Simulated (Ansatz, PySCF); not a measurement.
Sn(Br)(SiH3) (BrH3SiSn), SMILES [Br][Sn][SiH3] (connectivity only; charge and spin as stated), neutral, multiplicity 1.

Coordinates come from a B3LYP-D3(BJ)/def2-SVP optimisation. The structure was generated by enumeration; whether it is a known compound was not checked. The def2 effective core potentials stand for the cores of Sn; spin–orbit coupling is left out.

Vertical ionisation energy (IE) and electron affinity (EA) in eV. Rows of orbital energies are one-electron estimates. Where ΔSCF, EOM or ADC give a negative EA the extra electron is unbound and the value depends on the basis.

```tsv
level	IE	EA
−ε(HOMO), −ε(LUMO), CAM-B3LYP/def2-TZVPD (PySCF)	7.66	2.45
−ε(HOMO), −ε(LUMO), PBE/def2-TZVPD (PySCF)	[?]	[?]
ΔSCF, PBE0/def2-SVPD (Ansatz), final states of multiplicity 2 and 2	8.35	1.73
ΔSCF, PBE/def2-SVPD (Ansatz), final states of multiplicity 2 and 2	8.19	1.62
```

Question: Complete the blanks. (Estimate from the structure and the level; the computed values follow.)

Answer: 
- −ε(HOMO), −ε(LUMO), PBE/def2-TZVPD (PySCF), IE: 5.59
- −ε(HOMO), −ε(LUMO), PBE/def2-TZVPD (PySCF), EA: 4.05

Question: What vertical singlet–triplet gap does ΔSCF give with PBE0/def2-SVPD (Ansatz, a quantum-chemistry and plane-wave program) and with PBE/def2-SVPD (Ansatz)? (An estimate is asked for; the answer gives what the named calculation found.)

Answer: 1.34 and 1.37 eV (triplet above singlet where positive).
